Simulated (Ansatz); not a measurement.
CH$_{2}$SZn, relaxed with RKS PBE0-D4/def2-TZVP in Ansatz from a PBE-D4/def2-SVP geometry. The force threshold is 0.005 eV/Å; the program also tests the step.

Total charge 0; spin multiplicity 1. The bonds changed during the relaxation, so this is another structure than the one it started from.

Start:

```xyz
5

C    -0.347   -0.118   -0.228
S    -1.482    1.065   -0.125
Zn    1.856    0.275    1.026
H    -0.372   -1.020    0.423
H     0.344   -0.202   -1.095
```

How much energy does the relaxation release, and in how many steps? (Estimate.)

Computed: 10.51 kJ/mol, in 11 steps, 2 of them rejected.

Which bonds change most? (Estimate.)

The calculation gave: C1–S2 from 1.642 to 1.602 Å; C1–H4 from 1.113 to 1.090 Å; C1–H5 from 1.112 to 1.091 Å.

Give the relaxed structure. (An estimate is asked.)

Ansatz gave: 
```xyz
5

C    -0.518   -0.167   -0.334
S    -1.587    1.019   -0.200
Zn    2.380    0.354    1.315
H    -0.492   -1.008    0.359
H     0.216   -0.199   -1.140
```
